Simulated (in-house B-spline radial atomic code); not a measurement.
Binding energies in K IV (K3+)

NIST's tabulated ground configuration is [Ne] 3s2 3p4; each binding energy is the energy of the ion with one electron taken from that subshell, relaxed, less that of the parent. All numbers are computed (Dirac-Hartree-Fock, average of configuration; Fermi nucleus of rms radius 3.4349 fm) with an all-electron radial atomic-structure program (B-spline basis), not measured. Energies include first-order Breit, QED and recoil terms.

| subshell | X-ray name | binding energy (eV) | -ε (eV) | relaxation (eV) |
| --- | --- | --- | --- | --- |
| 1s | K | 3662.2 | 3694.9 | 28.7 |
| 2s | L1 | 432 | 439.7 | 7.5 |
| 3s | M1 | 82.04 | 82.93 | 0.86 |
| 3p | M2,3 | 61.73 | 62.52 | 0.78 |

Relaxation = -ε minus the binding energy without Breit, QED and recoil terms.

Q: What does it cost to remove both a 2s and a 3p electron?

A: 515.71 eV, which is 22.02 eV more than the two single binding energies together.

Q: What does it cost to remove both a 3s and a 3p electron?

A: 160.09 eV, which is 16.32 eV more than the two single binding energies together.
